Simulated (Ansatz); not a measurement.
Job for Ansatz (a first-principles code): R-PBE/def2-TZVPPD on H9NSi2 (a complex), monomers drawn apart or pushed together. Files ending in .json are basis or fitting sets from the Basis Set Exchange.

Ansatz 0.2 input:
```yaml
crystal:
  periodic: [false, false, false]
  atoms:
    - {symbol: N, position_ang: [-0.41246894, 0.18904168, 0.96084620]}
    - {symbol: H, position_ang: [-0.35981099, -0.69423092, 0.46676276]}
    - {symbol: H, position_ang: [-1.36152978, 0.53396089, 0.87454400]}
    - {symbol: H, position_ang: [0.19811306, 0.84359086, 0.48555377]}
    - {symbol: Si, position_ang: [0.14426733, -1.16617758, 3.41156680]}
    - {symbol: Si, position_ang: [0.26130179, 1.16812497, 3.56767103]}
    - {symbol: H, position_ang: [0.43256699, -1.79639717, 4.72895966]}
    - {symbol: H, position_ang: [1.13968748, -1.69336978, 2.44785630]}
    - {symbol: H, position_ang: [-1.20916011, -1.61083181, 3.00102210]}
    - {symbol: H, position_ang: [0.59517377, 1.59215515, 4.95479288]}
    - {symbol: H, position_ang: [-1.03600186, 1.79614854, 3.21923442]}
    - {symbol: H, position_ang: [1.31402940, 1.71507153, 2.67812037]}
basis:
  gaussian:
    orbitals: def2-TZVPPD.json
hamiltonian:
  xc: {name: PBE}
scf: {lower_state_search: off}
```

The head of its log:

```
WARN ansatz: RAYON_NUM_THREADS=1 ignored (pool sized by the plan → 1); use --threads N
Functional definition: PBE
these checks for a lower state are left out or cut short: stability, starts, cluster_reference, orbital_swaps, neighbouring_geometries, increment
integrals: 0.25 GiB planned
1320 factors; their error is unknown
mean field: 1.61 GiB planned
mean field evaluation 1: about -17373.4186 eV, gradient 6.7e1 eV
mean field evaluation 2: about -17346.4532 eV, gradient 1.2e2 eV
```

**Question.** Give the final energy of this run.

**Answer.** -638.7875 hartree.
